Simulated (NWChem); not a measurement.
CH3Cl3Si; SMILES C[Si](Cl)(Cl)Cl

Computed with NWChem. The geometry was optimised at B3LYP/6-31G* (spherical d). Level: M06-2X/def2-SVP with SMD (1 M gas to 1 M solution), gas-phase geometry. Reactions with the solvent are ignored.

For solvent 2-propanol:

```yaml
dipole in solution (D): 2.78
```

Q: Estimate the same quantities for solvent anisole.

A: 
- dipole in solution (D): 2.64
